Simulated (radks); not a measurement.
Values are calculated unless marked as measured or tabulated.
Question: All-electron atom: Se2+ in [Ar] 3d10 4s2 4p1 4d1 (not the ground configuration). Level of theory: Dirac Kohn-Sham, B86b exchange with PBE correlation, spin-unpolarised, spherical densities, point nucleus; open shells fill j = l - 1/2 first (a radial shooting solver on a logarithmic mesh with Libxc functionals). Some entries of the table are withheld. Estimate them.

| orbital | occ. | eigenvalue (Ry) | <r> (bohr) |
|---|---|---|---|
| 1s1/2 | 2 | (1) | (2) |
| 2s1/2 | 2 | -120.0548 | 0.1956 |
| 2p1/2 | 2 | -107.9046 | 0.1685 |
| 2p3/2 | 4 | -104.8334 | 0.1723 |
| 3s1/2 | 2 | -17.63844 | 0.5736 |
| 3p1/2 | 2 | (3) | (4) |
| 3p3/2 | 4 | (5) | (6) |
| 3d3/2 | 4 | -5.88247 | 0.6247 |
| 3d5/2 | 6 | -5.81638 | 0.6289 |
| 4s1/2 | 2 | -2.95258 | 1.668 |
| 4p1/2 | 1 | (7) | 1.925 |
| 4p3/2 | 0 | (8) | 1.954 |
| 4d3/2 | 1 | -0.89871 | 2.998 |
| 4d5/2 | 0 | -0.89568 | 3.009 |

Answer: 
(1) 1s1/2 eigenvalue (Ry): -920.9734
(2) 1s1/2 <r> (bohr): 0.04408
(3) 3p1/2 eigenvalue (Ry): -13.48117
(4) 3p1/2 <r> (bohr): 0.5820
(5) 3p3/2 eigenvalue (Ry): -13.04902
(6) 3p3/2 <r> (bohr): 0.5924
(7) 4p1/2 eigenvalue (Ry): -2.06107
(8) 4p3/2 eigenvalue (Ry): -2.02076
